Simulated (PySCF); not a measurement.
A structure optimised at r2SCAN-D4/def2-SVP, used in a PySCF frequency run:

```xyz
9

Sn    -0.0231     0.5653     0.0000
C      0.5648    -1.4948     0.0000
C     -0.3176    -2.5024     0.0000
H      0.5851     1.3622     1.3913
H      0.5851     1.3622    -1.3913
H     -1.7361     0.6126     0.0000
H      1.6374    -1.7331     0.0000
H     -1.4019    -2.3344     0.0000
H      0.0041    -3.5525     0.0000
```

Q: Write its SMILES, formula and point group.

A: C=[CH][SnH3], C2H6Sn, Cs

Q: What are its rotational constants (standard atomic weights)?

A: 29.026, 3.0119, 2.8488 GHz
